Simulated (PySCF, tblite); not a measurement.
Isomers of C6H11ClSi. Computed with GFN2-xTB (tblite): harmonic, unscaled wavenumbers at the GFN2-xTB geometry, gas phase. Errors from tens to a few hundred cm⁻¹ against measured bands are possible. Modes of hydrogen on silicon can be 10 to 20 % off. One conformer each.

Electronic energies: PBE0/pcSseg-1 single points on the GFN2-xTB geometries (PySCF, gas phase).

| SMILES | electronic energy, lowest = 0 (kJ/mol) |
| --- | --- |
| C=C1C[C@@H](C)C[Si@@H]1Cl | 0.0 |
| Cl[SiH2]/C=C/CC1CC1 | 115.8 |
| C=C=C(C)[Si@@H](Cl)CC | 96.1 |
| C=C(C)[Si]1(Cl)CCC1 | 48.7 |

**Question.** How do GFN2-xTB zero-point energies change the relative energies?

**Answer.** 
| SMILES | ZPE (kJ/mol) | of it from modes above 1550 cm⁻¹ | electronic (kJ/mol) | with ZPE, lowest = 0 (kJ/mol) | lowest mode (cm⁻¹) | rings |
| --- | --- | --- | --- | --- | --- | --- |
| C=C1C[C@@H](C)C[Si@@H]1Cl | 401.0 | 203.6 | 0.0 | 0.0 | 52 | 1 |
| C=C(C)[Si]1(Cl)CCC1 | 403.0 | 209.4 | 48.7 | 50.7 | 12 | 1 |
| C=C=C(C)[Si@@H](Cl)CC | 389.3 | 206.5 | 96.1 | 84.4 | 21 | 0 |
| Cl[SiH2]/C=C/CC1CC1 | 391.0 | 200.9 | 115.8 | 105.8 | 27 | 1 |

The zero-point energies span 13.7 kJ/mol, from `C=C=C(C)[Si@@H](Cl)CC` to `C=C(C)[Si]1(Cl)CCC1`. The order is unchanged.

**Question.** And how do the electronic energies of GFN2-xTB itself compare?

**Answer.** `C=C1C[C@@H](C)C[Si@@H]1Cl` 0.0; `C=C(C)[Si]1(Cl)CCC1` 102.6; `C=C=C(C)[Si@@H](Cl)CC` 125.6; `Cl[SiH2]/C=C/CC1CC1` 64.4 kJ/mol, lowest = 0. Against the energies above, taken from the same isomer `C=C1C[C@@H](C)C[Si@@H]1Cl`, the largest difference is 53.9 kJ/mol.
